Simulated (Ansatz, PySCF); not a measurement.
Reaction (SMILES): F[SiH]F -> F[SiH-]F (an electron is taken up)
Structures are relaxed separately at B3LYP-D3(BJ)/def2-TZVP in Ansatz (an electronic-structure program). Frequencies are from Ansatz or PySCF.

Quantity: adiabatic electron affinity (0 K, with B3LYP-D3(BJ) harmonic zero-point energies), positive where the reaction releases energy, in eV. Correlated levels leave the core frozen unless marked. UHF or UKS for open shells. Spin-orbit coupling is left out. Non-relativistic. Anions need diffuse functions: aug- sets have them; def2-D sets add few; the other sets have none. Basis-set limits of correlation are two-point, X^-3; Hartree-Fock from the larger set. [CCSD(T)-MP2]/basis is that difference in the basis named.

| level | program | adiabatic electron affinity (eV) |
|---|---|---|
| BHLYP-D3(BJ)/def2-TZVPD | Ansatz + dftd3 | 1.51 |
| BHLYP-D4/def2-TZVPD | Ansatz + dftd4 | 1.53 |
| CAM-B3LYP-D3(BJ)/def2-TZVPD | Ansatz + dftd3 | (withheld) |
| B2GP-PLYP-D4/def2-TZVPD | Ansatz + dftd4 | 1.58 |
| SCS-MP2/cc-pwCVTZ | Ansatz | 1.26 |
| RI-MP2/CBS(aug-cc-pV(T+d)Z,aug-cc-pV(Q+d)Z)+[CCSD(T)-MP2]/aug-cc-pV(T+d)Z | Ansatz | (withheld) |

Question: What belongs in the gaps?

Answer: 
- CAM-B3LYP-D3(BJ)/def2-TZVPD, adiabatic electron affinity (eV): 1.73
- RI-MP2/CBS(aug-cc-pV(T+d)Z,aug-cc-pV(Q+d)Z)+[CCSD(T)-MP2]/aug-cc-pV(T+d)Z, adiabatic electron affinity (eV): 1.74
